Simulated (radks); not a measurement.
Fractional charge and spin in the 5s shell of iodine: the spin-up occupation runs from 0 to 1 and the spin-down occupation from 0 to 1; the fullest corner is I, [Kr] 4d10 5p(up 2.5, down 2.5) 5s(up 1, down 1). Calculated with a radial shooting solver on a logarithmic mesh with Libxc functionals: scalar-relativistic Kohn-Sham, PBE, spin-polarised, spherical densities, point nucleus. Energy (eV) minus the two flat planes that join the four corners (they meet along the diagonal where the two added fractions sum to one electron); zero is where a piecewise linear energy would lie.

| down \ up | 0 | 0.5 | 1 |
|---|---|---|---|
| 0 | 0.000 | -1.261 | 0.000 |
| 0.5 | -1.261 | 0.212 | -1.145 |
| 1 | 0.000 | -1.145 | 0.000 |

Corners above the fullest one (they belong to I+ and the next ion): (up 1, down 0) 21.899 eV, (up 0, down 1) 21.899 eV, (up 0, down 0) 54.286 eV. With half an added electron in each spin the energy lies 0.212 eV from the planes, and with half an added electron in spin up alone -1.261 eV. The planes are only a guide here: the flat-plane condition holds for ground states with one frontier orbital, while this shell lies below other occupied shells, so the corners above the fullest one are inner-hole states and not the ground states of those ions.
